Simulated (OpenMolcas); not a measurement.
F IV: effect of correlating more closed shells

```json
{
 "Program": "OpenMolcas",
 "Basis": "ANO-RCC-VDZP [3s2p1d]",
 "Scalar Hamiltonian": "DKH2, point nucleus",
 "Active space": "4 electrons in 4 orbitals (2s 2p)",
 "State averaging": "2S+1 = 3 even, 3 roots; 2S+1 = 1 even, 6 roots; 2S+1 = 5 odd, 1 root; 2S+1 = 3 odd, 9 roots; 2S+1 = 1 odd, 8 roots",
 "Spin-orbit coupling": "state interaction with AMFI integrals over the reference wave functions, term energies averaged over their components"
}
```

Methods on the same reference wave functions:
A. CASSCF
B. SS-CASPT2, IPEA 0.25 Eh, imaginary shift 0.1 Eh (closed shells correlated: none)
C. SS-CASPT2, IPEA 0.25 Eh, imaginary shift 0.1 Eh (closed shells correlated: 1s)

Energies in cm-1 above 2s2 2p2 3P0, the measured ground level; measured values from Moore, Atomic Energy Levels, vol. I, NSRDS-NBS 35 (1971 reprint of NBS Circular 467, 1949).

```json
{"Level": "2s2 2p2 3P0", "A": "0.0", "B": "0.0", "C": "0.0", "Measured": "0.0"}
{"Level": "2s2 2p2 3P1", "A": "194", "B": "193", "C": "193", "Measured": "225"}
{"Level": "2s2 2p2 3P2", "A": "566", "B": "566", "C": "566", "Measured": "613"}
{"Level": "2s2 2p2 1D2", "A": "26094", "B": "25320", "C": "25330", "Measured": "25241"}
{"Level": "2s2 2p2 1S0", "A": "47464", "B": "51990", "C": "52010", "Measured": "53544"}
{"Level": "2s 2p3 5S* 2", "A": "66835", "B": "73990", "C": "73900", "Measured": ""}
{"Level": "2s 2p3 3D* 2", "A": "152111", "B": "149630", "C": "149520", "Measured": "147889"}
{"Level": "2s 2p3 3D* 1", "A": "152112", "B": "149640", "C": "149520", "Measured": "147902"}
{"Level": "2s 2p3 3D* 3", "A": "152115", "B": "149640", "C": "149520", "Measured": "147842"}
{"Level": "2s 2p3 3P* 0", "A": "177700", "B": "177830", "C": "177680", "Measured": ""}
{"Level": "2s 2p3 3P* 1", "A": "177702", "B": "177830", "C": "177680", "Measured": "175242"}
{"Level": "2s 2p3 3P* 2", "A": "177705", "B": "177830", "C": "177690", "Measured": "175237"}
{"Level": "2s 2p3 1D* 2", "A": "244422", "B": "235130", "C": "234920", "Measured": ""}
{"Level": "2s 2p3 3S* 1", "A": "252869", "B": "245800", "C": "245380", "Measured": ""}
{"Level": "2s 2p3 1P* 1", "A": "269903", "B": "263020", "C": "262790", "Measured": "257390"}
```

Deviations, from unrounded energies. A percentage is the sum of absolute deviations over the sum of measured energies, with the sign that they share, or ± where signs differ.

```
                        Against measurement  Levels     A     B     C
             mean absolute deviation (cm-1)      10  3700  1800  1700
      fine structure of the ground term (%)       2  -9.3  -9.5  -9.5
other terms of the ground configuration (%)       2  ±8.8  ±2.1  ±2.1
                   other configurations (%)       6  +2.9  +1.5  +1.4
```

B, C lie about equally close to measurement and A furthest from it. The largest miss of C in the table is 2s 2p3 1P* 1, by +5400 cm-1. The ranking rests on the paired levels alone, and a cruder setting can come out closer through cancelling errors.

Between B and C the level of the table that moves most is 2s 2p3 3S* 1, by 430 cm-1 (lowest in C, highest in B). Moves below CASPT2's spread within the term are not significant.

The mean deviations of B to C differ by less than CASPT2's widest spread within a term (180 cm-1), so their order carries little weight.

From A to B the spin-free energies of the other terms of 2s2 2p2 shown, above 3P, scale by factors of 0.97 to 1.10.

The lowest spin-free term lies below A's lowest term by 0.046 hartree in B, 0.047 hartree in C.

What an inner shell adds also hangs on whether the basis holds functions to correlate it.

Term energies are means over components that CASPT2 splits; among the terms shown or strongly mixed into the levels shown the widest spread is 180 cm-1 (2s 2p3 1D*, B). The basis is small and was not contracted for so high a charge. Computed and measured levels are paired by configuration, term and J; levels that our copy of the source lacks, or whose pairing is in doubt (as where it misses far off the trend of its configuration), stay unpaired and out of the deviations. Levels of configurations outside the active space are missing.

* marks odd parity.
